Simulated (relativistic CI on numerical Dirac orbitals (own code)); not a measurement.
## Forbidden lines of Mo37+

Computed by Dirac-Coulomb-Breit CI, separate exchange-only KLI orbitals for each configuration, QED by a radiative potential, unscaled Slater integrals (own radial code, finite nucleus).

CI space (outside the closed core 1s2): 2s2 2p, 2s 2p2, 2p3, 2p2 3s, 2p2 3p, 2p2 3d, 2s2 3s, 2s2 3p, 2s2 3d, 2s 2p 3s, 2s 2p 3p, 2s 2p 3d, 2s2 4s, 2s2 4p, 2s2 4d, 2s2 4f, 2s 2p 4s, 2s 2p 4p, 2s 2p 4d, 2s 2p 4f, 2s2 5s, 2s2 5p, 2s2 5d, 2s2 5f, 2s2 5g, 2s 3s2, 2s 3s 3p, 2s 3s 3d, 2s 3p2, 2s 3p 3d, 2s 2p 5s, 2s 2p 5p, 2p 3s2, 2s 2p 5d, 2s 2p 5f, 2s 2p 5g. Levels of other configurations are missing.

```csv
λ vac (Å),Lower,Upper,Type,A (s⁻¹),log gf
3.8727,2s 2p2 4P_3/2 [4],2p2 3d 2F_7/2 [93],E2,1.15e+10,-3.68
3.8776,2s 2p2 4P_3/2 [4],2p2 3d 4F_7/2 [92],E2,2.20e+11,-2.40
3.8886,2s 2p2 2D_5/2 [8],2p2 3d 4F_9/2 [117],E2,2.34e+11,-2.28
3.8900,2s 2p2 4P_5/2 [5],2p2 3d 2G_9/2 [96],E2,2.34e+11,-2.28
3.8908,2s 2p2 2D_5/2 [8],2p2 3d 2F_7/2 [114],E2,1.71e+11,-2.51
3.9013,2s 2p2 4P_5/2 [5],2p2 3d 2F_7/2 [93],E2,1.46e+11,-2.58
3.9503,2s 2p2 2D_3/2 [6],2p2 3d 2F_7/2 [93],E2,5.89e+10,-2.96
4.0723,2s 2p2 4P_5/2 [5],2s 2p 3d 4F°_9/2 [55],M2,7.36e+07,-5.74
4.0927,2s 2p2 4P_3/2 [4],2s 2p 3p 4D_7/2 [47],E2,3.66e+10,-3.13
4.1083,2s 2p2 4P_1/2 [2],2s 2p 3p 4D_5/2 [29],E2,4.96e+10,-3.12
4.1247,2s 2p2 4P_5/2 [5],2s 2p 3p 4D_7/2 [47],E2,3.19e+10,-3.19
4.2331,2s 2p2 2D_5/2 [8],2s 2p 3d 4F°_9/2 [55],M2,8.22e+08,-4.66
4.2897,2s 2p2 2D_5/2 [8],2s 2p 3p 4D_7/2 [47],E2,2.16e+10,-3.32
4.3044,2s2 2p 2P°_3/2 [3],2s2 3p 2P°_1/2 [17],E2,8.98e+10,-3.30
103.77,2s2 2p 2P°_1/2 [1],2s2 2p 2P°_3/2 [3],M1,7.92e+06,-4.29
```

Terms are leading LS components. Brackets give the number of a level in order of energy, since labels repeat. The list gives strong lines, with weight on those to low levels, among the lowest 309 of 358 levels, so that lines to higher ones, which can be the strongest, are missing. Levels whose partners in the same complex of configurations lie outside the list can be far off, and so can their lines. Rates are taken at the computed energies, electric ones in the length gauge.

At this charge energies of transitions that change n are usually good to better than 1 %, and those within a shell (Δn = 0) to a few per cent.

LS names give the leading component of a level, which can be under half, so a name can repeat, a term be missing and a line seem to break the LS rules.
